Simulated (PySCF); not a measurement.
Calculation: PySCF with TPSSh-D3(BJ)/def2-TZVP // BP86-D3(BJ)/def2-SVP. Isolated molecules, 0 K electronic values unless said otherwise. One relaxed conformer stands for a flexible species; it need not be the lowest. 

Reference species: [W(Cl)3(OH)3] (neutral, multiplicity 1).

- coordination number = 6
- charge on the central atom (Mulliken) = 1.38 e

Changed species: [W(Cl)4(OH)2] (2 of 6 Cl replaced by OH; the reference has 3 of 6 Cl replaced by OH).

### Question
What does the change do to the coordination number and charge on the central atom (Mulliken)?

### Answer
the coordination number hardly moves; the charge on the central atom (Mulliken) drops by 0.07 e, to 1.31 e.
